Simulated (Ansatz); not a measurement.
Computed with Ansatz on PBE0-D4/def2-TZVP structures; ΔE is electronic, products minus reactants. CCSD(T)/CBS is the MP2 limit (def2-TZVPP, def2-QZVPP) plus CCSD(T) − MP2 in def2-TZVPP, frozen cores. This one scheme is used for every species. Functionals use def2-TZVPP. B3LYP here is the variant with VWN-RPA as its local correlation; programs differ in this. HSE06 is defined as in plane-wave codes. For Br, Ge outer-core shells are correlated without core-valence functions, which leaves a few kJ/mol of doubt a bond. Scalar relativity is left out up to krypton.

`[Br][GeH2][Br]` + HCl → `[Cl][GeH2][Br]` + HBr  (ligand exchange at a Ge–Br bond)

```json
{"level": "PBE-D4", "ΔE (kcal/mol)": "2.0", "difference from CCSD(T)/CBS": "-0.2"}
{"level": "BLYP-D4", "ΔE (kcal/mol)": "1.7", "difference from CCSD(T)/CBS": "-0.5"}
{"level": "B97M-V", "ΔE (kcal/mol)": "0.9", "difference from CCSD(T)/CBS": "-1.3"}
{"level": "PBE0-D4", "ΔE (kcal/mol)": "2.2", "difference from CCSD(T)/CBS": "0.0"}
{"level": "B3LYP-D4", "ΔE (kcal/mol)": "1.9", "difference from CCSD(T)/CBS": "-0.3"}
{"level": "r2SCAN0-D4", "ΔE (kcal/mol)": "2.0", "difference from CCSD(T)/CBS": "-0.2"}
{"level": "HSE06-D4", "ΔE (kcal/mol)": "2.2", "difference from CCSD(T)/CBS": "0.0"}
{"level": "CAM-B3LYP-D4", "ΔE (kcal/mol)": "1.5", "difference from CCSD(T)/CBS": "-0.7"}
{"level": "ωB97X-V", "ΔE (kcal/mol)": "1.6", "difference from CCSD(T)/CBS": "-0.6"}
{"level": "ωB97M-V", "ΔE (kcal/mol)": "1.7", "difference from CCSD(T)/CBS": "-0.5"}
{"level": "B2PLYP", "ΔE (kcal/mol)": "1.8", "difference from CCSD(T)/CBS": "-0.4"}
{"level": "PBE-QIDH", "ΔE (kcal/mol)": "2.2", "difference from CCSD(T)/CBS": "0.0"}
{"level": "PBE", "ΔE (kcal/mol)": "1.9", "difference from CCSD(T)/CBS": "-0.3"}
{"level": "revPBE", "ΔE (kcal/mol)": "1.8", "difference from CCSD(T)/CBS": "-0.4"}
{"level": "BLYP", "ΔE (kcal/mol)": "1.4", "difference from CCSD(T)/CBS": "-0.8"}
{"level": "r2SCAN", "ΔE (kcal/mol)": "1.8", "difference from CCSD(T)/CBS": "-0.4"}
{"level": "PBE0", "ΔE (kcal/mol)": "2.0", "difference from CCSD(T)/CBS": "-0.2"}
{"level": "B3LYP", "ΔE (kcal/mol)": "1.6", "difference from CCSD(T)/CBS": "-0.6"}
{"level": "r2SCANh", "ΔE (kcal/mol)": "1.8", "difference from CCSD(T)/CBS": "-0.4"}
{"level": "r2SCAN0", "ΔE (kcal/mol)": "2.0", "difference from CCSD(T)/CBS": "-0.2"}
{"level": "HSE06", "ΔE (kcal/mol)": "2.1", "difference from CCSD(T)/CBS": "-0.1"}
{"level": "BHLYP", "ΔE (kcal/mol)": "1.7", "difference from CCSD(T)/CBS": "-0.5"}
{"level": "CAM-B3LYP", "ΔE (kcal/mol)": "1.3", "difference from CCSD(T)/CBS": "-0.9"}
{"level": "LC-ωPBE", "ΔE (kcal/mol)": "1.6", "difference from CCSD(T)/CBS": "-0.6"}
{"level": "RPA@PBE/def2-TZVPP", "ΔE (kcal/mol)": "1.7", "difference from CCSD(T)/CBS": "-0.5"}
{"level": "HF/def2-SVP", "ΔE (kcal/mol)": "0.4", "difference from CCSD(T)/CBS": "-1.8"}
{"level": "MP2/def2-SVP", "ΔE (kcal/mol)": "1.5", "difference from CCSD(T)/CBS": "-0.7"}
{"level": "CCSD/def2-SVP", "ΔE (kcal/mol)": "0.9", "difference from CCSD(T)/CBS": "-1.3"}
{"level": "CCSD(T)/def2-SVP", "ΔE (kcal/mol)": "0.9", "difference from CCSD(T)/CBS": "-1.3"}
{"level": "HF/def2-TZVPP", "ΔE (kcal/mol)": "1.6", "difference from CCSD(T)/CBS": "-0.6"}
{"level": "MP2/def2-TZVPP", "ΔE (kcal/mol)": "2.2", "difference from CCSD(T)/CBS": "0.0"}
{"level": "SCS-MP2/def2-TZVPP", "ΔE (kcal/mol)": "1.9", "difference from CCSD(T)/CBS": "-0.3"}
{"level": "CCSD/def2-TZVPP", "ΔE (kcal/mol)": "2.0", "difference from CCSD(T)/CBS": "-0.2"}
{"level": "CCSD(T)/def2-TZVPP", "ΔE (kcal/mol)": "2.0", "difference from CCSD(T)/CBS": "-0.2"}
{"level": "HF/def2-QZVPP", "ΔE (kcal/mol)": "1.5", "difference from CCSD(T)/CBS": "-0.7"}
{"level": "MP2/def2-QZVPP", "ΔE (kcal/mol)": "2.3", "difference from CCSD(T)/CBS": "0.1"}
{"level": "SCS-MP2/def2-QZVPP", "ΔE (kcal/mol)": "1.9", "difference from CCSD(T)/CBS": "-0.3"}
{"level": "HF/CBS(def2)", "ΔE (kcal/mol)": "1.5", "difference from CCSD(T)/CBS": "-0.7"}
{"level": "MP2/CBS(def2)", "ΔE (kcal/mol)": "2.5", "difference from CCSD(T)/CBS": "0.3"}
{"level": "CCSD/CBS(def2)", "ΔE (kcal/mol)": "2.2", "difference from CCSD(T)/CBS": "0.0"}
{"level": "CCSD(T)/CBS", "ΔE (kcal/mol)": "2.2", "difference from CCSD(T)/CBS": "0"}
```

**Question.** What do rigid-rotor, harmonic-oscillator terms from PBE0-D4/def2-TZVP frequencies (298.15 K, 1 bar) make of the CCSD(T)/CBS value? (An estimate is asked.)

**Answer.** Ansatz gave: ΔZPE = -0.2 kcal/mol, ΔH = +1.9 kcal/mol, ΔS = 6 J/(mol·K), ΔG = +1.4 kcal/mol.

Largest T1 diagnostic among the species: 0.009.

At CCSD(T), def2-SVP lies −1.3 kcal/mol from the extrapolated value and def2-TZVPP −0.2 kcal/mol. Leaving LDA and LC-ωPBE aside and taking each functional with its dispersion term where it has one, the values spread over 1.3 kcal/mol, from B97M-V to HSE06-D4.
